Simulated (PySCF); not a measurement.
PySCF job for C₈H₆N₂, SMILES c1ccc2nccnc2c1, HF/pcSseg-1. Coordinates come from a B3LYP-D3(BJ)/def2-SVP optimisation.

```python
import numpy as np
from pyscf import gto, scf, dft
from pyscf.prop.nmr import rhf as nmr

mol = gto.M(
    atom='''
    C     0.00000000    0.71006230    2.38087965
    C     0.00000000   -0.71006230    2.38087965
    C     0.00000000   -1.41261843    1.19487335
    C     0.00000000   -0.71712517   -0.04347029
    N     0.00000000   -1.41448263   -1.21262143
    C     0.00000000   -0.71247005   -2.32160818
    C     0.00000000    0.71247005   -2.32160818
    N     0.00000000    1.41448263   -1.21262144
    C     0.00000000    0.71712517   -0.04347029
    C     0.00000000    1.41261844    1.19487334
    H     0.00000000    1.24593647    3.33296540
    H     0.00000000   -1.24593647    3.33296540
    H     0.00000000   -2.50363785    1.16460338
    H     0.00000000   -1.25788232   -3.27326582
    H     0.00000000    1.25788231   -3.27326582
    H     0.00000000    2.50363786    1.16460337
    ''',
    basis='pcSseg-1',
    charge=0,
    spin=0,
    max_memory=1600,
    verbose=3,
)
mf = scf.RHF(mol).density_fit(auxbasis='def2-universal-jkfit')
mf.conv_tol = 1e-10
mf.max_cycle = 100
mf.kernel()
n = nmr.NMR(mf)
n.verbose = 2
n.max_cycle_cphf = 60
sigma = n.kernel()
print('atom   isotropic/ppm   span/ppm')
for i, s in enumerate(sigma):
    w = np.linalg.eigvalsh((s + s.T) / 2)
    print(f'{mol.atom_symbol(i):2s}{i + 1:3d} {w.mean():14.3f} {w[2] - w[0]:11.3f}')
```

Program output:

```
converged SCF energy = -415.256304881357
atom   isotropic/ppm   span/ppm
C   1         54.238     250.517
C   2         54.238     250.517
C   3         52.931     223.457
C   4         39.718     218.719
N   5       -133.339     780.654
C   6         37.884     241.766
C   7         37.884     241.766
N   8       -133.339     780.654
C   9         39.718     218.719
C  10         52.931     223.458
H  11         23.678       7.756
H  12         23.678       7.756
H  13         22.986       9.106
H  14         22.665       7.681
H  15         22.665       7.681
H  16         22.986       9.106
```

The run converged.
